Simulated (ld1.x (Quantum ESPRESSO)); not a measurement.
Li: TM pseudisation with PBE, non-relativistic reference atom.

Li, norm-conserving Troullier–Martins (Kleinman–Bylander form), made with ld1.x (Quantum ESPRESSO) 7.5 (PBE, non-relativistic). Core none, reference 1s2 2s1 2p0. Waves: 1s (bound): rc 0.65 bohr; 2p (bound, empty): rc 4.20 bohr; 3d channel at 0.15 Ry: rc 3.95 bohr. Local part: all-electron potential smoothed inside 1.55 bohr (lloc = -1). Core correction: none.

Occupied shells without a wave of their own: 2s. They enter only through the test configuration that unscreens the potential.

All-electron outer shells of the reference configuration (PBE, non-relativistic, ld1.x):

| shell | level (eV) | outermost node (bohr) | outermost maximum (bohr) |
| --- | --- | --- | --- |
| 1s | -51.85 | – | 0.36 |
| 2s | -2.87 | 0.83 | 3.12 |
| 2p | -1.09 | – | 3.81 |

Task: Does the generator finish with these settings?

Result: Yes, a potential is produced.

Task: Estimate the cutoffs (Ry, on a coarse ladder) from which the occupation-weighted sum of valence levels, in a spherical-Bessel basis at the reference potential, stays within 10 and 1 mRy of its value at 400 Ry.

Result: 180 Ry and over 300 Ry.

Task: Does the potential have ghost states?

Result: No extra level below or beside the all-electron valence levels (s, p, d, f tested).

Task: Which valence shell sets the plane-wave cutoff?

Result: 1s: its level needs 300 Ry to come within 1 mRy, against 120 Ry for 2s.

Task: Tests: 1s2 2s0 2p0; 1s2 2s0.5 2p0; 1s2 2s0 2p1; 1s1 2s1 2p0. Which has the largest error in its energy relative to the reference configuration, and how large is it?

Result: 1s1 2s1 2p0, with -254 meV (all-electron minus pseudo) on +68.40 eV.
